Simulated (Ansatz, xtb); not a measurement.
Species: InBr$_{2}$, charge 0, multiplicity 2. It need not be the lowest isomer of its formula. 
Structure (B3LYP-D3(BJ)/def2-TZVP (Ansatz, a first-principles code) minimum search):
SMILES: [Br][In][Br]
```xyz
3

In     0.6282     0.3100     0.2149
Br    -0.7784     1.4524    -1.5685
Br    -0.1011    -1.8864     1.2676
```
Charge 0, spin multiplicity 2.

Harmonic wavenumbers from GFN2-xTB (xtb, at its own minimum), cm⁻¹: 39, 156, 177.

Question: Give the harmonic wavenumbers at B3LYP-D3(BJ)/def2-TZVP (Ansatz, finite differences of forces, unscaled).

Answer: 51, 194, 234 cm⁻¹. Zero-point energy 0.7 kcal/mol.

Question: From these and the geometry, give the ideal-gas thermochemistry at 298.15 K and 1 atm (rigid rotor, harmonic oscillator).

Answer: Point group C2v, rotational symmetry number 2. Rotational constants 4.874, 0.6438, 0.5687 GHz. S(trans) 42.73, S(rot) 28.20, S(vib) 8.82, S(elec, spin only) 1.38, S 81.1 cal/(mol K). H(298) - H(0) 3.57 kcal/mol; G - E(el) -19.9 kcal/mol.
